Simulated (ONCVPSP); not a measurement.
**Which change was made? (Bi, ONCV)**

Bi (Z = 83), optimised norm-conserving Vanderbilt (ONCV), made with ONCVPSP 4.0.1 (PBE, scalar-relativistic). Core [Kr] 4d10 4f14, reference 5s2 5p6 5d10 6s2 6p3. Waves: 5s+6s: rc 1.30 bohr, ncon 3, nbas 6, qcut 8.7 1/bohr, 2 projectors; 5p+6p: rc 1.25 bohr, ncon 3, nbas 7, qcut 9.4 1/bohr, 2 projectors; 5d: rc 1.60 bohr, ncon 3, nbas 8, qcut 7.7 1/bohr, 1 projector. Local part: polynomial inside 1.10 bohr (lpopt 5, dvloc0 6 Ha). Core correction: Teter function, fcfact 3.25, rcfact 1.55.

Cutoffs, loose and tight: the cutoffs (Ha) at which the residual kinetic energy of the hardest occupied pseudo-wave falls to 1 and 0.1 mHa per electron. They do not see the model core or the augmentation charge, which bear on the density cutoff. Test errors are all-electron minus pseudo excitation energies from the reference, over the configurations 5s2 5p6 5d10 6s2 6p2; 5s2 5p6 5d10 6s2 6p1; 5s2 5p6 5d10 6s2 6p0; 5s2 5p6 5d10 6s1 6p0; variants that change the core or the reference have their own tests.

The base gives: outcome: generated; cutoff, loose: 35 Ha; cutoff, tight: 41 Ha; bound ghosts: none; GHOST(+) flags above zero: s; largest test error (meV): -50.

Problem. After one change the result is: outcome: generated; cutoff, loose: 52 Ha; cutoff, tight: 96 Ha; bound ghosts: none; GHOST(+) flags above zero: s; largest test error (meV): -54. Which change was it?
A. fully relativistic
B. local potential polynomial inside 0.85 bohr (lpopt 5, dvloc0 0 Ha)
C. s: qcut 5.3

Solution. C. The others give: local potential polynomial inside 0.85 bohr (lpopt 5, dvloc0 0 Ha) → outcome: generated; cutoff, loose: 35 Ha; cutoff, tight: 41 Ha; bound ghosts: s; GHOST(+) flags above zero: p; largest test error (meV): -49 | fully relativistic → outcome: generated; cutoff, loose: 35 Ha; cutoff, tight: 42 Ha; bound ghosts: none; GHOST(+) flags above zero: s; largest test error (meV): -9.1.
